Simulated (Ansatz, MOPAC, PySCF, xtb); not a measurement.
Complex: CH4OSe (SMILES CO[SeH]) (first 7 atoms) with CH4 (SMILES C); geometry from B3LYP-D3(BJ)/def2-TZVP, rigid monomers moved along the line of their centres of mass till O2···H12 is 3.76 Å.
(charge 0, multiplicity 1):
```xyz
12

C      1.83533     0.80635     0.80194
O      0.43782     0.76897     0.52308
Se    -0.24135    -0.88503     0.22623
H      2.09296     0.17889     1.65841
H      2.06492     1.84780     1.03216
H      2.42250     0.48973    -0.06534
H      0.16879    -0.97807    -1.19632
C     -0.10410     0.12711     5.02486
H      0.15070    -0.85280     4.62197
H     -0.96889     0.03398     5.68045
H      0.74081     0.51450     5.59333
H     -0.33604     0.80731     4.20703
```

| level | interaction energy (kcal/mol) | cost |
|---|---|---|
| GFN-FF | -0.50 | - |
| PM3 | -0.10 | - |
| PM7 | -0.43 | - |
| GFN1-xTB | -0.46 | - |
| GFN2-xTB | -0.67 | - |
| HF/STO-3G (no counterpoise) | -0.04 | - |
| HF/aug-cc-pVDZ | -0.05 | - |
| r2SCAN-D4/def2-TZVPPD | -0.52 | ×2 |
| B3LYP/3-21G (no counterpoise) | -0.15 | - |
| B3LYP/6-31G* (no counterpoise) | -0.13 | - |
| B3LYP-D3(BJ)/def2-TZVPPD | -0.54 | ×1 |
| M06-2X/6-31G* (no counterpoise) | -0.56 | - |
| wB97X-V/def2-TZVPPD | -0.54 | ×4 |
| CCSD(T)/aug-cc-pVDZ | -0.50 | ×10 |

The rows run from -0.67 (GFN2-xTB) to -0.04 kcal/mol (HF/STO-3G (no counterpoise)).

Interaction energies are E(AB) − E(A) − E(B) at the monomers' geometry in the complex; basis-set methods are counterpoise corrected. Rows marked so take none.

Correlated levels freeze the cores. Filled d and f shells under p-block atoms count as core. Rows in 3-21G, 6-31G*, STO-3G carry no dispersion term and start afresh at each structure (6-31G* with six Cartesian d functions); the Pople sets are all-electron and without relativity. The state reached by PM3, PM7 isn't checked; PM7 holds dispersion and hydrogen-bond terms.

The values were computed with Ansatz (a program for electronic structure) with Gaussian orbitals; MOPAC for PM3, PM7 (differences of heats of formation); PySCF for 3-21G rows, 6-31G* rows, STO-3G rows, the dispersion terms; xtb for the GFN methods. Values without a source in brackets are computed.

Costs are rough ratios of core time to PBE/def2-TZVPPD (about 15 s over the structures, on one shared machine); a dash marks a level with no comparable run of its own.
